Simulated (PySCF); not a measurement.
# `B[NH][GeH3]` in a uniform electric field

Species: BGeH6N.
Geometry (PBE0-D3(BJ)/def2-SVP, Å), atoms numbered from 1 in this order:
```
atom  x, y, z in Å
B1     1.5731   -0.0467   -0.2614
N2     0.4547    0.0724    0.5664
Ge3   -1.3237    0.0022    0.0400
H4     1.4167   -0.2180   -1.4512
H5     2.6829    0.0218    0.2198
H6     0.6208    0.2143    1.5585
H7    -2.0455   -1.0772    0.8690
H8    -1.3235   -0.3435   -1.4525
H9    -1.9901    1.3668    0.2986
```

Level: CAM-B3LYP/def2-SVPD (PySCF); nuclei fixed, core orbitals frozen in the response. Permanent dipole (-1.384, 0.153, 1.055) D (1 au = 2.5417 D). Static polarisability (au):

```
x   65.98 -0.55 -2.90
y   -0.55 46.97  0.81
z   -2.90  0.81 52.68
```

Only the terms in μ and α are kept: μ(F) = μ + αF and ΔE = −μ·F − ½ F·αF.

(1) What do fields of 0.257 V/Å (0.005 au) along the six axis directions do?

(2) For the field (0.0030, -0.0020, 0.0035) au, what is the induced dipole, and what angle does it make with the field?

(3) Which field along μ doubles the dipole in that direction (linear response)?

(4) What field makes μF equal to kT at 100 K?

(5) Induction energy −ᾱe²/2R⁴ of a unit charge at 9 Å, the molecule taken as a point?

Answers

(1) 
| field along | induced x (D) | induced y (D) | induced z (D) | total size (D) | −μ·F (kJ/mol) | −½F·αF (kJ/mol) |
| --- | --- | --- | --- | --- | --- | --- |
| +x | 0.839 | -0.007 | -0.037 | 1.164 | +7.148 | -2.165 |
| −x | -0.839 | 0.007 | 0.037 | 2.481 | -7.148 | -2.165 |
| +y | -0.007 | 0.597 | 0.010 | 1.906 | -0.790 | -1.541 |
| −y | 0.007 | -0.597 | -0.010 | 1.785 | +0.790 | -1.541 |
| +z | -0.037 | 0.010 | 0.669 | 2.240 | -5.449 | -1.729 |
| −z | 0.037 | -0.010 | -0.669 | 1.408 | +5.449 | -1.729 |

(2) αF = (0.480, -0.236, 0.442) D, at 7.2° to the field. The polarisability along this direction, F·αF/F², is 53.92 au, against a mean of 55.21 au.

(3) The polarisability along the dipole is 63.92 au, so F = 0.6873 au / 63.92 au = 0.0108 au = 0.55 V/Å; higher-order terms are ignored.

(4) kT = 0.3167 × 10⁻³ Eh, so F = 0.000461 au = 2.37 MV/cm.

(5) R = 17.01 bohr, so the energy is −55.2/(2 × 17.01⁴) Eh = -0.866 kJ/mol. The charge–dipole term at its most favourable orientation, −μe/R², is -6.24 kJ/mol.

Geometry: PBE0-D3(BJ)/def2-SVP; no solvent, vibrations or thermal averaging. The calculation is non-relativistic, for germanium too.
